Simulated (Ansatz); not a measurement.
Geometry optimisation, Ansatz 0.2.0, RKS CAM-B3LYP-D4/def2-SVP.

input.yaml

```yaml
crystal:
  periodic: [false, false, false]
  atoms:
    - { symbol: B, position_ang: [0.068789, 0.489265, 0.101027] }
    - { symbol: Cl, position_ang: [-0.014891, 0.735573, 1.90687] }
    - { symbol: H, position_ang: [1.14392, 0.637262, -0.400192] }
    - { symbol: H, position_ang: [-0.966582, 0.342815, -0.480008] }
    - { symbol: O, position_ang: [0.181479, -2.064146, 0.56837] }
    - { symbol: Si, position_ang: [-0.738196, -3.233573, -0.189754] }
    - { symbol: H, position_ang: [0.060877, -4.472474, -0.348633] }
    - { symbol: H, position_ang: [-1.968711, -3.53039, 0.594597] }
    - { symbol: H, position_ang: [-1.107653, -2.722966, -1.53226] }
    - { symbol: H, position_ang: [0.001368, -1.804866, 1.498383] }
basis:
  gaussian: { orbitals: def2-SVP }
hamiltonian:
  xc: cam_b3lyp
  dispersion: d4
relax:
  f_tol: 0.03
  max_steps: 50
```

Run as:

```bash
$ ansatz run input.yaml --threads 4 --pin off --max-ram 5120MiB --backend cpu --events-out ev --progress --plain --runs-dir out
```

Task: Where does it end, and by what steps?

Result: The forces met the threshold. The force dipped under the threshold on the way, but the program's further checks kept it going. After 20 steps the energy has fallen by 0.519 eV; H10 moved furthest, 1.01 Å. Joined: B1–O5 (2.60 → 1.63 Å).

```tsv
step	energy less start (eV)	largest force component (eV/Å)	accepted
0	0.0000	1.234	yes
1	-0.1167	0.719	yes
2	-0.2553	0.775	yes
3	-0.4035	0.908	yes
4	-0.4463	0.420	yes
5	-0.4570	0.095	yes
6	-0.4619	0.305	yes
7	-0.4694	0.160	yes
8	-0.4820	0.271	yes
9	-0.4925	0.190	yes
10	-0.5052	0.133	yes
11	-0.4820	0.590	no
12	-0.5091	0.072	yes
13	-0.5120	0.020	yes
14	-0.5132	0.163	yes
15	-0.5145	0.082	yes
16	-0.5154	0.065	yes
17	-0.5169	0.106	yes
18	-0.5180	0.085	yes
19	-0.5186	0.062	yes
20	-0.5189	0.016	yes
```

```xyz
10
Properties=species:S:1:pos:R:3
B -0.092 -0.148 0.210
Cl -0.537 0.207 1.965
H 0.846 0.499 -0.188
H -1.060 -0.224 -0.523
O 0.416 -1.694 0.266
Si -0.763 -2.879 -0.190
H -0.154 -4.170 0.215
H -2.023 -2.620 0.537
H -0.898 -2.769 -1.655
H 0.926 -1.826 1.082
```

Whether the end is a true minimum wasn't checked by a vibrational analysis.

Time of the run: 34 s on 4 threads of Arm Neoverse V1, with other jobs on the host, peak memory 0.23 GiB.
